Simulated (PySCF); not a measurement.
In(H)(Cl)(NH2) (ClH3InN), SMILES [NH2][InH][Cl]. Coordinates come from a PBE0-D3(BJ)/def2-SVP optimisation. The def2 effective core potentials stand for the cores of In; spin–orbit coupling is left out. The values are those of a single conformer.

Give the equilibrium geometry at PBE0-D3(BJ)/def2-SVP (PySCF confirms it by a frequency run) as a Z-matrix. (An estimate is asked for; the answer gives what the named calculation found.)

One answer among several that fit: 
```
In
H 1 1.7025
N 1 2.0063 2 131.04
H 3 1.0139 1 122.12 2 22.40
H 3 1.0146 4 111.09 1 -149.60
Cl 1 2.3616 2 118.94 3 -174.60
```
